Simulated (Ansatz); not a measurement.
C₄H₇ClSi, SMILES C[SiH2]C=C=CCl.

Geometry: B3LYP-D3(BJ)/def2-SVP. The structure was generated by enumeration; whether it is a known compound was not checked. The values are those of a single conformer.

Two levels are set side by side: PBE/def2-SVPD (Ansatz, a quantum-chemistry and plane-wave program) and PBE0/def2-SVPD (Ansatz). Energy differences of separate SCF runs at the same geometry; the states with an electron removed or added have multiplicity 2 and 2. Differences are taken from unrounded values.

```
quantity                           PBE0   PBE  PBE minus PBE0
---------------------------------  ----  ----  --------------
vertical ionisation energy (eV)    9.08  8.84           -0.24
vertical singlet–triplet gap (eV)  3.91  3.72           -0.20
```
